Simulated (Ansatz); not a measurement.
Consider the redistribution: `[F][Zn][C]1=CC1` + `CO[SiH3]` → `[CH3][Zn][F]` + `[SiH3]OC1=CC1`.

Gas-phase electronic energies from Ansatz, PBE0-D4/def2-TZVP geometries. CBS: MP2 limit from def2 TZ/QZ plus the TZ coupled-cluster correction, frozen cores. Functionals use def2-TZVPP. B3LYP here is the variant with VWN-RPA as its local correlation; programs differ in this. For Zn outer-core shells are correlated without core-valence functions, which leaves a few kJ/mol of doubt a bond. Scalar relativity is left out up to krypton. One conformer a species, not always the lowest.

`[F][Zn][C]1=CC1`:

```xyz
8

F    -1.321    3.065    1.883
Zn   -0.696    1.722    0.958
C    -0.035    0.273   -0.015
C     0.523   -0.218   -1.079
C     0.211   -1.235   -0.052
H     0.940   -0.042   -2.057
H     1.012   -1.658    0.554
H    -0.634   -1.907   -0.193
```

`CO[SiH3]`:

Z-matrix (Å, degrees):
```
C
O 1 1.408
H 1 1.091 2 108.3
H 1 1.096 2 111.5 3 119.2
H 1 1.096 2 111.5 3 -119.2
Si 2 1.642 1 122.4 3 -179.7
H 6 1.481 2 106.5 1 179.8
H 6 1.490 2 110.9 1 59.7
H 6 1.490 2 110.9 1 -60.1
```

`[CH3][Zn][F]`:

```xyz
6

C     0.207   -0.423    0.571
Zn   -0.328    0.670   -0.904
F    -0.820    1.673   -2.258
H     1.169   -0.895    0.364
H     0.304    0.180    1.475
H    -0.532   -1.205    0.752
```

`[SiH3]OC1=CC1`:

Z-matrix (Å, degrees):
```
Si
O 1 1.672
H 1 1.478 2 104.4
H 1 1.483 2 110.2 3 119.3
H 1 1.483 2 110.2 3 -119.3
C 2 1.324 1 121.2 3 -180.0
C 6 1.481 2 144.1 1 0.0
C 6 1.285 2 149.2 1 -180.0
H 7 1.093 6 120.2 2 -75.1
H 7 1.093 6 120.2 2 75.1
H 8 1.074 6 153.2 2 -0.0
```

```
             level  ΔE (kJ/mol)  difference from CCSD(T)/CBS
         r2SCAN-D4         -8.1                         -8.6
          B3LYP-D4         -5.5                         -6.0
            B2PLYP         -1.0                         -1.5
              PBE0         -7.8                         -8.3
    MP2/def2-TZVPP          0.5                          0.0
SCS-MP2/def2-TZVPP          5.5                          5.0
   CCSD/def2-TZVPP          5.2                          4.7
     HF/def2-QZVPP         14.9                         14.4
    MP2/def2-QZVPP         -1.4                         -1.9
    CCSD/CBS(def2)          2.4                          1.9
       CCSD(T)/CBS          0.5                            0
```

Largest T1 diagnostic among the species: 0.016.

In def2-TZVPP, CCSD(T) changes the Hartree–Fock value by −12.2 kJ/mol (the triples alone add −1.9 kJ/mol) and MP2 by −15.0 kJ/mol. From PBE to PBE0 (25 % exact exchange), in def2-TZVPP and without D4, ΔE moves by +4.6 kJ/mol.

CCSD(T)/CBS has its own doubt, a few kJ/mol and more with outer-core shells, so smaller differences from it don't rank the levels.
